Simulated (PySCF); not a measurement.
H₈N₂Si₂, SMILES N[SiH2][SiH2]N.

Geometry: PBE0-D3(BJ)/def2-SVP. The values are those of a single conformer.

Calculation: PBE0-D3(BJ)/def2-SVP run with PySCF.

Frequencies are harmonic and unscaled.

Computed normal modes with their intensities:
```tsv
mode	ν (cm⁻¹)	IR (km/mol)	moving atoms (share of kinetic energy)
1	64	1.2	N 50 %, H 32 %, Si 19 %
2	127	1.3	N 62 %, H 26 %, Si 12 %
3	185	2.6	H 66 %, Si 19 %, N 15 %
4	274	7.6	H 62 %, Si 21 %, N 16 %
5	288	59.9	H 91 %
6	411	93.5	H 83 %, N 10 %
7	421	74.4	H 60 %, Si 35 %
8	433	56.5	Si 51 %, H 44 %
9	493	130.4	H 82 %, N 15 %
10	569	21.5	H 78 %, Si 19 %
11	679	28.6	H 92 %
12	713	20.5	H 92 %
13	752	28.7	H 89 %, N 8 %
14	791	64.4	H 66 %, N 27 %
15	830	190.5	H 38 %, N 31 %, Si 31 %
16	859	61.8	N 49 %, Si 30 %, H 21 %
17	898	256.7	H 80 %, N 12 %, Si 8 %
18	944	35.4	H 74 %, Si 16 %, N 11 %
19	958	61.9	H 95 %
20	990	103.9	H 95 %
21	1533	50.6	H 90 %, N 10 %
22	1552	34.2	H 90 %, N 9 %
23	2145	137.9	H 97 %
24	2166	201.2	H 97 %
25	2208	116.7	H 97 %
26	2224	119.6	H 97 %
27	3586	28.7	H 96 %
28	3591	21.0	H 96 %
29	3682	27.6	H 91 %, N 9 %
30	3704	49.2	H 91 %, N 9 %
```
